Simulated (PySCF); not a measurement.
# Partial charges of `C=CC/P=P/N([SiH3])[SiH3]`

Species: C₃H₁₁NP₂Si₂.
Structure used (GFN2-xTB), in Å, numbered top down from 1:
```
atom  x, y, z in Å
C1     3.3947    0.9444   -0.0949
C2     3.0675   -0.1771   -0.7117
C3     2.2854   -1.2747   -0.0812
P4     0.5324   -1.2730   -0.7874
P5    -0.2718   -0.0288    0.6049
N6    -1.8840    0.1791    0.1249
Si7   -2.5278   -0.4895   -1.3599
Si8   -2.8137    1.0712    1.3224
H9     3.1258    1.1173    0.9346
H10    3.9413    1.7304   -0.5870
H11    3.3354   -0.3310   -1.7493
H12    2.2543   -1.1570    1.0024
H13    2.7237   -2.2452   -0.3252
H14   -2.4703   -1.9467   -1.2498
H15   -1.7002    0.0241   -2.4495
H16   -3.8982    0.0028   -1.4293
H17   -2.8365    0.2687    2.5452
H18   -2.1232    2.3410    1.5377
H19   -4.1448    1.2533    0.7606
```

Density: PBE0/pcSseg-1 (PySCF); schemes: Mulliken, IAO, Hirshfeld and ESP-fitted. Isolated species at its GFN2-xTB geometry (one conformer only).

**Question.** Give the atomic charges in each scheme.

**Answer.** In e:

```csv
atom,environment,Mulliken,IAO,Hirshfeld,ESP-fitted
C1,terminal =CH2 carbon,-0.142,-0.325,-0.110,-0.384
C2,alkene CH carbon,-0.220,-0.131,-0.048,-0.250
C3,sp3 carbon bound to phosphorus,-0.427,-0.416,-0.112,+0.181
P4,phosphorus bonded to C and P,-0.004,+0.011,+0.009,-0.207
P5,phosphorus bonded to N and P,+0.321,+0.307,+0.113,-0.055
N6,nitrogen bridging silicon atoms,-1.023,-0.923,-0.287,-0.145
Si7,SiH3 silicon,+0.635,+0.711,+0.330,+0.473
Si8,SiH3 silicon,+0.654,+0.738,+0.344,+0.367
H9,vinylic hydrogen,+0.109,+0.144,+0.041,+0.166
H10,vinylic hydrogen,+0.118,+0.153,+0.046,+0.174
H11,vinylic hydrogen,+0.112,+0.146,+0.043,+0.176
H12,methylene hydrogen,+0.161,+0.149,+0.039,+0.027
H13,methylene hydrogen,+0.172,+0.163,+0.046,+0.044
H14,Si–H hydrogen,-0.063,-0.119,-0.078,-0.116
H15,Si–H hydrogen,-0.062,-0.114,-0.077,-0.097
H16,Si–H hydrogen,-0.090,-0.122,-0.074,-0.114
H17,Si–H hydrogen,-0.078,-0.130,-0.079,-0.089
H18,Si–H hydrogen,-0.079,-0.124,-0.077,-0.084
H19,Si–H hydrogen,-0.094,-0.119,-0.069,-0.070
```

Mean size of the charges over all atoms: IAO 0.266 e, Mulliken 0.240 e, ESP-fitted 0.169 e, Hirshfeld 0.106 e. Each set sums to the total charge, 0, to within 0.001 e. The IAO scheme counts the electrons in orthogonalised intrinsic atomic orbitals, a minimal basis polarised so that it spans the occupied orbitals exactly.

Lowest charge. The schemes don't all agree: Mulliken N6 (-1.023); IAO N6 (-0.923); Hirshfeld N6 (-0.287); ESP-fitted C1 (-0.384).

Highest charge. All schemes pick atoms of one kind: Mulliken Si8 (+0.654); IAO Si8 (+0.738); Hirshfeld Si8 (+0.344); ESP-fitted Si7 (+0.473).

**Question.** How closely do the schemes follow one another over all atoms?

**Answer.** Correlation coefficient and root-mean-square difference: Mulliken with IAO 0.98, 0.065 e; IAO with Hirshfeld 0.97, 0.225 e; Mulliken with Hirshfeld 0.94, 0.224 e; Hirshfeld with ESP-fitted 0.74, 0.140 e; IAO with ESP-fitted 0.67, 0.271 e; Mulliken with ESP-fitted 0.59, 0.285 e.

**Question.** How many electrons does the IAO scheme count on N6?

**Answer.** Z − q = 7 − (-0.923) = 7.923.
